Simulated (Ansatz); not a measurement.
`CCB(O)Br` + H₂ → `CB(O)Br` + CH₄ at 600 K and 1 bar (hydrogenolysis of a C–C bond).

Program: Ansatz. Geometries: PBE0-D4/def2-TZVP. ΔE: electronic, gas phase. CCSD(T)/CBS adds triple-zeta CCSD(T) − MP2 to the extrapolated MP2 energy (def2 sets, frozen cores). This one scheme is used for every species. For Br outer-core shells are correlated without core-valence functions, which leaves a few kJ/mol of doubt a bond. Scalar relativity is left out up to krypton. Each species was taken in one conformer, which may not be the lowest.

```tsv
species	CCSD(T)/CBS energy (Eh)	H − E (kJ/mol)	S (J/(mol·K))
`CCB(O)Br`	-2753.11054	283.2	439.7
H₂	-1.17544	43.9	150.8
`CB(O)Br`	-2713.85644	195.4	385.1
CH₄	-40.46206	140.4	215.7
```

H − E and S are ideal-gas, rigid-rotor, harmonic terms from PBE0-D4/def2-TZVP, for one conformer and one mirror image of each species. For small species the MP2-based limit differs from directly extrapolated CCSD(T) by up to some mEh (0.8 for H₂); such offsets cancel only in part. 1 Eh = 2625.50 kJ/mol, R = 8.31446 J/(mol·K).

By hand: ΔE, ΔH, ΔS and ΔG.

ΔE = (-2713.85644) + (-40.46206) − (-2753.11054) − (-1.17544) = -0.03252 Eh = -85.4 kJ/mol. Δ(H − E) = 195.4 + 140.4 − 283.2 − 43.9 = 8.7, so ΔH = -76.7 kJ/mol. ΔS = 385.1 + 215.7 − 439.7 − 150.8 = 10.3 J/(mol·K). ΔG = -76.7 − 600 × (10.3)/1000 = -82.9 kJ/mol.

By hand: the equilibrium constant, and the temperature at which ΔG would vanish if ΔH and ΔS stayed fixed.

log₁₀ K = −ΔG/(RT ln 10) = 7.2. ΔH and −TΔS have one sign here, so there is no such temperature.

The number of gas molecules stays the same, so ΔS is small and ΔH decides. A doubt of 5 kJ/mol in ΔE shifts log₁₀ K by 0.4 here. Other conformers and mirror images would add mixing entropy, several J/(mol·K) or more a flexible species. Modes under 60 cm⁻¹, often nearly free rotors, make the harmonic entropy too high. These are equilibria of isolated gas molecules and say nothing of rates. Largest T1 diagnostic: 0.010 (customary marks: 0.02 for closed shells, 0.045 for open ones).

ΔS is within the doubt of such terms, so its sign, and with it that verdict, could turn.
